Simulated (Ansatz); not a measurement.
Gas-phase electronic energies from Ansatz, PBE0-D4/def2-TZVP geometries. CCSD(T)/CBS is the MP2 limit (def2-TZVPP, def2-QZVPP) plus CCSD(T) − MP2 in def2-TZVPP, frozen cores. This one scheme is used for every species. DFT in def2-TZVPP. B3LYP here is the variant with VWN-RPA as its local correlation; programs differ in this. HSE06 is defined as in plane-wave codes. For Se outer-core shells are correlated without core-valence functions, which leaves a few kJ/mol of doubt a bond. Scalar relativity is left out up to krypton. One conformer a species, not always the lowest.

Reaction (ligand exchange at the Al–C bond): `C#[C][AlH][F]` + `C[SeH]` → `C[Se][AlH][F]` + `C#C`

`C#[C][AlH][F]`:

Cartesian coordinates in Å:
```
C -1.667 0.600 -0.530
C -0.574 0.213 -0.187
Al 1.112 -0.439 0.378
F 2.447 0.422 -0.051
H -2.630 0.945 -0.835
H 1.312 -1.742 1.226
```

`C[SeH]`:

Z-matrix (Å, degrees):
```
C
Se 1 1.949
H 1 1.088 2 110.6
H 1 1.087 2 110.6 3 -123.3
H 1 1.089 2 106.0 3 118.4
H 2 1.468 1 95.4 3 61.7
```

`C[Se][AlH][F]`:

Z-matrix (Å, degrees):
```
C
Se 1 1.967
H 1 1.087 2 108.0
H 1 1.089 2 111.1 3 120.3
H 1 1.087 2 108.1 3 -119.3
Al 2 2.290 1 96.1 3 -120.9
F 6 1.647 2 118.5 1 180.0
H 6 1.575 2 121.7 1 -0.0
```

`C#C`:

```xyz
4

C    -0.199   -0.265   -0.498
C     0.199    0.265    0.498
H    -0.553   -0.737   -1.385
H     0.553    0.737    1.385
```

```
         level  ΔE (kcal/mol)
     r2SCAN-D4          -12.9
      HSE06-D4          -13.7
       ωB97X-V          -12.3
          BLYP          -11.0
         B3LYP          -11.5
   HF/def2-SVP          -10.4
MP2/def2-QZVPP          -13.3
  HF/CBS(def2)          -10.8
```

(1) What does CCSD(T)/CBS give? (Estimate.)

Largest T1 diagnostic among the species: 0.013.

Results:

(1) Ansatz gave: -13.2 kcal/mol. The listed levels differ from it by 0.3, -0.5, 0.9, 2.2, 1.7, 2.8, -0.1, 2.4 kcal/mol.

The D4 term adds −0.9 kcal/mol with B3LYP and −0.5 kcal/mol with PBE0; it sums over pairs of atoms, weighted by their polarisabilities, and B3LYP, whose exchange is more repulsive, gets the larger term. Leaving LDA and LC-ωPBE aside and taking each functional with its dispersion term where it has one, the values, not all of them listed here, spread over 3.0 kcal/mol, from HSE06-D4 to B97M-V. LDA lies −1.3 kcal/mol from PBE without D4. In def2-TZVPP, CCSD(T) changes the Hartree–Fock value by −1.0 kcal/mol (the triples alone add −0.2 kcal/mol) and MP2 by −1.7 kcal/mol.
